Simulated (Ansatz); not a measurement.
**Which method gave which barrier?**

Saddle point of BNH$_{6}$O$_{3}$, closed shell (BNH₄O₂ ([NH2][B]([OH])[OH]) + H₂O → BH₃O₃ ([OH][B]([OH])[OH]) + NH₃ (still joined by a long B–N bond); bonds formed: B1–O6, N2–H5; bonds broken: H5–O6; bonds weakened to dative contacts: B1–N2), PBE0-D4/def2-TZVP structure:

| atom | x (Å) | y (Å) | z (Å) |
| --- | --- | --- | --- |
| B1 | -0.2470 | 0.1856 | -0.2443 |
| N2 | 1.2974 | -0.0334 | -0.0414 |
| O3 | -0.7177 | -0.5598 | -1.3338 |
| O4 | -0.7652 | 1.4804 | -0.0901 |
| H5 | 0.6625 | -0.6736 | 0.9461 |
| O6 | -0.4861 | -0.6630 | 1.1972 |
| H7 | 1.8387 | 0.7964 | 0.1536 |
| H8 | 1.7382 | -0.5697 | -0.7755 |
| H9 | -1.5473 | -0.1949 | -1.6467 |
| H10 | -0.8576 | 1.7339 | 0.8285 |
| H11 | -0.9159 | -1.5021 | 1.0064 |

Computed with Ansatz 0.2.0 (basis: def2-TZVPP, with def2-QZVPP for the basis limit); correlated methods freeze the cores. Extrapolation: Hartree–Fock as exp(−7.88 √X), correlation as X^−2.97. Four methods, as single points on the PBE0-D4 structures, gave these electronic barriers from the start structure: 23.05, 24.86, 26.92, 39.29 kcal/mol.

(1) The methods were, in alphabetical order, CCSD(T), HF, PBE-D4, PBE0-D4. Which gave which? (Judge from chemistry; the calculation decides.)

T1 diagnostic: at most 0.012.

Answers

(1) Computed: PBE-D4 23.05; PBE0-D4 24.86; CCSD(T) 26.92; HF 39.29 kcal/mol. For comparison, CCSD(T) at an estimated basis limit (MP2 extrapolated from triple and quadruple zeta, plus CCSD(T) − MP2 in triple zeta) gives 27.97 kcal/mol.

The step is the kind of ligand exchange by which a precursor binds to a hydroxyl group, or is hydrolysed, in atomic layer deposition of oxides.

Labels in which every atom is bracketed show which atoms are joined, not bond orders.

For scale, one of the runs: CCSD(T)/def2-TZVPP, 239 basis functions, launched by `ansatz run in.yaml --threads 4 --pin off --events-out ev --progress --plain --max-ram 9574MiB`. Time: 3.3 min of wall clock on 4 CPU threads of an Intel Xeon; the host was shared. Peak host memory: 5 GiB.
